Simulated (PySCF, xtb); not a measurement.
Al(I)2(Me) (CH3AlI2), SMILES [CH3][Al]([I])[I].

xtb with GFN2-xTB at its own geometry gives an orbital gap of 4.33 eV and a dipole moment of 4.70 D.

Geometry optimised at PBE0-D3(BJ)/def2-SVP. The structure was generated by enumeration; whether it is a known compound was not checked. The def2 effective core potentials stand for the cores of I; spin–orbit coupling is left out.

Q: What does HF/def2-TZVP run with PySCF give? (Estimate from the structure and the level; the computed values follow.)

A: gap 11.40 eV (levels -10.05 and 1.35 eV), dipole 1.78 D.
